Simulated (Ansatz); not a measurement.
Molecule: C₂H₅Cl₃Si (charge 0, singlet). 
Geometry from a B3LYP-D3(BJ)/def2-TZVP (Ansatz, a program for electronic structure) optimisation:
```xyz
11

C     -2.6970    -0.3837     0.4577
C     -1.5994    -0.7241    -0.5564
Si     0.0742    -0.0557    -0.1231
Cl     1.4471    -0.5787    -1.5534
Cl     0.7055    -0.7973     1.6833
Cl     0.0248     1.9915     0.0103
H     -3.6531    -0.8051     0.1442
H     -2.4625    -0.7844     1.4445
H     -2.8236     0.6950     0.5569
H     -1.8481    -0.3353    -1.5481
H     -1.4889    -1.8069    -0.6652
```

Total electronic energies in hartree. Valence correlation only, unless marked. No spin-orbit coupling. No relativistic terms. Basis-set limits of correlation are two-point, X^-3; Hartree-Fock from the larger set. The bracket is a focal-point correction in the basis named.

```
level                                                                             program  energy (Eh)
-------------------------------------------------------------------------  --------------  -----------
HF/6-31G*                                                                          Ansatz  -1746.18121
HF/cc-pVTZ                                                                         Ansatz  -1746.36259
PBE0/STO-3G                                                                        Ansatz  -1729.56190
PBE0-D3(BJ)/def2-TZVPD                                                     Ansatz + dftd3  -1748.91801
PBE0/def2-TZVP                                                                     Ansatz  -1748.90361
CAM-B3LYP/def2-TZVPD                                                               Ansatz  -1749.57522
MP2/cc-pV(Q+d)Z                                                                    Ansatz  -1747.51197
RI-MP2/CBS(cc-pV(T+d)Z,cc-pV(Q+d)Z)                                                Ansatz   -1747.5776
SCS-MP2/6-31G*                                                                     Ansatz  -1746.89251
SCS-MP2/cc-pV(Q+d)Z                                                                Ansatz  -1747.50919
CCSD/cc-pVTZ                                                                       Ansatz  -1747.46249
CCSD(T)/STO-3G                                                                     Ansatz  -1727.45768
CCSD(T)/cc-pV(T+d)Z                                                                Ansatz  -1747.52070
RI-MP2/CBS(aug-cc-pV(T+d)Z,aug-cc-pV(Q+d)Z)+[CCSD(T)-MP2]/aug-cc-pV(T+d)Z          Ansatz   -1747.6993
CCSD(T)/CBS(cc-pV(T+d)Z,cc-pV(Q+d)Z)                                               Ansatz   -1747.6945
```

Totals of different functionals don't rank their quality; only differences between species are comparable.
